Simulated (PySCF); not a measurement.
Configurations of SmSe

Unrestricted PBE0; basis Sm x2c-SVPall, Se x2c-SVPall; spin-free X2C with a Gaussian nucleus; PySCF 2.14. The search starts from ions with several 4f fillings and holds each by maximum overlap.

The lowest solution has 2Ms+1 = 7, about 6.0 4f electrons, near 2.54 Å.

The lowest solution of each spin and filling, followed along the bond (rough minima from three points):

```json
{"2Ms+1": "7", "4f population": "5.95", "⟨S²⟩ at the start": "12.03", "R at minimum (Å)": "2.54", "Te (eV)": "0.00"}
{"2Ms+1": "5", "4f population": "5.48", "⟨S²⟩ at the start": "7.38", "R at minimum (Å)": "2.64", "Te (eV)": "1.19"}
{"2Ms+1": "9", "4f population": "6.02", "⟨S²⟩ at the start": "20.01", "R at minimum (Å)": "2.67", "Te (eV)": "1.39"}
```

Solutions at the starting distance of 2.433 Å, counted from the lowest; the search is not exhaustive:

```csv
2Ms+1,4f population,E (eV),⟨S²⟩,⟨Lz²⟩,μ (D)
7,5.95,0.00,12.03,4.0,-8.72
7,5.93,0.11,12.03,5.9,-8.60
7,5.52,1.16,12.45,9.4,-5.35
5,5.48,1.22,7.38,6.1,-5.12
5,5.46,1.28,7.34,6.6,-5.19
5,5.53,1.39,7.45,9.3,-5.02
9,6.02,1.57,20.01,4.0,-3.40
9,6.01,1.68,20.01,5.0,-3.77
9,6.02,1.69,20.01,6.0,-3.41
7,5.98,1.92,12.97,5.0,-3.24
```

Partly filled real f orbitals mix terms, so no term symbols are given. A population far from a whole number shows f orbitals mixing with d and ligand orbitals, not a clean configuration. A positive dipole means Sm(−)Se(+).

Spin–orbit coupling is left out. Counting both spins, an empty level lies below a filled one in some of these solutions, because spin and occupation are held. The state is the lowest single determinant that the PBE0 search found; with open d or f shells the true ground state can be another one.
